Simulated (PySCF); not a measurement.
Molfile (atoms numbered from 1):
```
C2H8Si3
     RDKit          3D

 13 12  0  0  0  0  0  0  0  0999 V2000
    2.4125    1.5743   -0.5545 C   0  0  0  0  0  0  0  0  0  0  0  0
    2.0176    0.5256   -0.0789 C   0  0  0  0  0  0  0  0  0  0  0  0
    1.3299   -1.0135    0.6472 Si  0  0  0  0  0  4  0  0  0  0  0  0
   -0.8689   -0.5289    1.3031 Si  0  0  0  0  0  4  0  0  0  0  0  0
   -2.0160    0.3001   -0.5662 Si  0  0  0  0  0  4  0  0  0  0  0  0
    2.7691    2.4975   -0.9760 H   0  0  0  0  0  0  0  0  0  0  0  0
    2.1874   -1.4529    1.7885 H   0  0  0  0  0  0  0  0  0  0  0  0
    1.3262   -2.0850   -0.3947 H   0  0  0  0  0  0  0  0  0  0  0  0
   -1.5345   -1.7657    1.8233 H   0  0  0  0  0  0  0  0  0  0  0  0
   -0.8457    0.4993    2.3905 H   0  0  0  0  0  0  0  0  0  0  0  0
   -1.3334    1.5342   -1.0594 H   0  0  0  0  0  0  0  0  0  0  0  0
   -2.0028   -0.7297   -1.6508 H   0  0  0  0  0  0  0  0  0  0  0  0
   -3.4357    0.6276   -0.2295 H   0  0  0  0  0  0  0  0  0  0  0  0
  1  2  3  0
  2  3  1  0
  3  4  1  0
  4  5  1  0
  1  6  1  0
  3  7  1  0
  3  8  1  0
  4  9  1  0
  4 10  1  0
  5 11  1  0
  5 12  1  0
  5 13  1  0
M  END
```

Geometry: PBE0-D3(BJ)/def2-SVP; GIAO shifts from PySCF, gas phase, non-relativistic, averaged over equivalent atoms.

At PBE0/6-31G (73 basis functions, 6.2 s wall time on 1 thread of an Arm Neoverse V2, shared host):
```json
{"atoms": "C1", "δ (ppm)": "98.8"}
{"atoms": "C2", "δ (ppm)": "74.3"}
{"atoms": "Si3", "δ (ppm)": "-63.1"}
{"atoms": "Si5", "δ (ppm)": "-81.0"}
{"atoms": "Si4", "δ (ppm)": "-84.3"}
{"atoms": "H7/H8", "δ (ppm)": "4.02"}
{"atoms": "H11/H12/H13", "δ (ppm)": "3.34"}
{"atoms": "H9/H10", "δ (ppm)": "3.03"}
{"atoms": "H6", "δ (ppm)": "2.73"}
```

δ = σ(ref) − σ, references computed at the same level: TMS for $^{13}$C (199.54 ppm) and $^{29}$Si (444.75 ppm) and $^{1}$H (32.61 ppm).

Question: What do these become at mPW1PW91/pcSseg-1?

Answer: 
| atoms | δ at mPW1PW91/pcSseg-1 | change |
| --- | --- | --- |
| C1 | 108.3 | +9.5 |
| C2 | 81.5 | +7.2 |
| Si3 | -91.6 | -28.5 |
| Si5 | -104.2 | -23.2 |
| Si4 | -111.7 | -27.4 |
| H7/H8 | 4.31 | +0.29 |
| H11/H12/H13 | 3.68 | +0.34 |
| H9/H10 | 3.40 | +0.37 |
| H6 | 2.45 | -0.28 |

Shifts are taken against calculated references (same method and geometry level): $^{13}$C (σref 183.54) and $^{29}$Si (σref 350.83) and $^{1}$H (σref 31.32) against TMS.

The largest change is at Si3 (silicon bonded to C, Si, 2 H). Cost: 146 basis functions, 12 s wall time on 1 thread of an Arm Neoverse V2, shared host.
